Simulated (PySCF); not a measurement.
## Removing an electron from HSn(SnH3)3

HSn(SnH3)3.
Cartesian coordinates in Å at the PBE0-D3(BJ)/def2-SVP level; atoms count from 1:
```
atom  x, y, z in Å
Sn1   -0.520   -0.558    0.076
Sn2    1.727   -1.231    1.583
Sn3    0.117   -0.350   -2.629
Sn4   -1.598    1.834    1.013
H5    -1.692   -1.803    0.267
H6     2.014   -0.032    2.778
H7     3.117   -1.334    0.582
H8     1.511   -2.740    2.370
H9    -0.239    1.230   -3.199
H10   -0.781   -1.475   -3.563
H11    1.788   -0.647   -2.875
H12   -0.999    2.183    2.583
H13   -1.154    3.122   -0.029
H14   -3.310    1.757    1.087
```

Level: wB97X-D/def2-SVPD (PySCF). Frontier orbitals with their largest atomic shares (Löwdin; up to four atoms above 4 %):

| orbital | ε (eV) | main atoms |
| --- | --- | --- |
| HOMO−3 | -10.87 | Sn2 16 %, Sn4 15 %, Sn3 13 %, H12 12 % |
| HOMO−2 | -10.17 | Sn1 31 %, H5 26 %, Sn2 8 %, Sn4 8 % |
| HOMO−1 | -8.95 | Sn1 32 %, Sn3 28 %, Sn2 10 %, Sn4 8 % |
| HOMO | -8.93 | ? |
| LUMO | 0.24 | Sn1 20 %, Sn2 16 %, Sn3 16 %, Sn4 16 % |
| LUMO+1 | 0.68 | Sn1 26 %, Sn3 16 %, Sn2 16 %, Sn4 15 % |
| LUMO+2 | 0.70 | Sn1 26 %, Sn3 19 %, Sn4 15 %, Sn2 13 % |

Q: What vertical ionisation energy does ΔSCF give, and how far is −ε(HOMO) from it?

A: ΔSCF: 8.87 eV (856 kJ/mol; threshold wavelength 140 nm); ⟨S²⟩ of the doublet left behind is 0.760, against 0.75 for a pure doublet. −ε(HOMO) is 8.93 eV, 0.06 eV above it. In exact Kohn–Sham theory the two would be equal; wB97X-D (range-separated hybrid) comes within 0.06 eV of that here.

Q: On which atoms does the HOMO lie?

A: Sn1 (tin bonded to 3 Sn and H) 32 %, Sn4 (tin bonded to Sn and 3 H) 22 %, Sn2 (tin bonded to Sn and 3 H) 21 %, H14 (hydrogen on tin) 4 %, so no atom holds as much as 40 %. The HOMO−1 lies 0.02 eV lower.

Q: What kinetic energy would electrons from this vertical process carry with He II light (40.814 eV)?

A: 40.81 − 8.87 = 31.94 eV.

Q: Shift the occupied levels rigidly so that −ε(HOMO) equals the ΔSCF value. What binding energies result?

A: The shift is -0.06 eV: HOMO 8.87, HOMO−1 8.89, HOMO−2 10.11, HOMO−3 10.81 eV. A rigid shift is only a rough guide to the deeper ionisations.

Isolated species at its PBE0-D3(BJ)/def2-SVP geometry, gas phase. Atoms past krypton carry effective core potentials; spin–orbit coupling is left out.

These values come from a run that also computed excited states and ΔSCF ions. The run took 2.3 min of wall time (grids of density and orbitals included) on one thread of an Arm Neoverse V1 (shared host), and the process peaked at 1.3 GiB of memory.
